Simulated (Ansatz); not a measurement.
Frontier orbitals of `COB(S)Br`.

Total charge 0; spin multiplicity 1. Correlated methods include outer-core shells of Br, which these sets cover unevenly. Scalar relativity is left out up to krypton. Geometry: relaxed with PBE0-D4/def2-TZVP. It is one conformer, not always the lowest. Basis def2-TZVPP, Ansatz.

```tsv
functional	HOMO (eV)	LUMO (eV)	gap (eV)
PBE	-6.70	-1.12	5.58
r2SCAN	-7.02	-0.83	6.19
PBE0	-7.94	-0.19	7.75
r2SCANh	-7.47	-0.51	6.96
HSE06 (plane-wave form)	-7.54	-0.57	6.97
ωB97M-V	-10.11	1.85	11.96
```

From PBE to PBE0 the HOMO moves by −1.24 eV and the LUMO by +0.93 eV, and with ωB97M-V by −3.41 and +2.97 eV, so the gap grows from 5.58 to 11.96 eV with exact exchange. A positive LUMO is unbound and depends on the basis.
